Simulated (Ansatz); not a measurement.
Program: Ansatz 0.2.0.

A structure relaxed at PBE0-D4/def2-TZVP, charge 0, multiplicity 1:

Cartesian coordinates in Å:
```
Cl -2.215 -0.657 0.996
C -0.639 -0.849 0.158
C -0.334 0.321 -0.799
Si 1.095 0.593 0.381
O 0.428 -0.785 1.078
H -0.686 -1.834 -0.307
H -0.083 -0.014 -1.805
H -1.122 1.068 -0.846
H 2.474 0.372 -0.120
H 1.084 1.786 1.264
```

Give its formula and SMILES.

C2H5ClOSi, `ClC1C[SiH2]O1`.

Summarise the bond lengths by kind.

1 × C–Cl 1.795 Å; 1 × C–C 1.542 Å; 1 × C–O 1.410 Å; 3 × C–H 1.087 to 1.090 Å; 1 × C–Si 1.873 Å; 1 × O–Si 1.683 Å; 2 × H–Si 1.484 Å.
